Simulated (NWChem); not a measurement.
# BeGeH$_{3}$Cl; SMILES [Cl][Be][GeH3]

Computed with NWChem. Medium grid unless said otherwise, to which SCAN and Minnesota functionals are sensitive. Structure relaxed at the PBE0/def2-SVP level. Hybrids' shares of exact exchange are those that their runs print; pure functionals count as 0. The functionals differ in more than this share.

```csv
row,share of exact exchange,highest occupied level (eV)
PBE/def2-SVP,0.00,-7.13
MN15-L/def2-SVP,0.00,-7.59
B3LYP/def2-SVP,0.20,-8.05
r2SCAN0/def2-SVP,0.25,-8.51
BHandHLYP/def2-SVP,0.50,withheld
```

**Question.** Fit a straight line of the last column on the one before it, predict the withheld value, and compare with the run.

**Answer.** 
1. Means of the 4 shown rows: x = 0.113, y = -7.820. Slope Σ(x − x̄)(y − ȳ)/Σ(x − x̄)² = -0.2185/0.05188 = -4.212; intercept -7.346.
2. The shown rows scatter about the line by 0.186 (root mean square); the largest residual is -0.24, at MN15-L/def2-SVP.
3. At x = 0.50 (BHandHLYP/def2-SVP; beyond the shown range) the line gives -9.45.
4. The run gives -9.34, +0.11 from the line, 0.6 times the scatter.
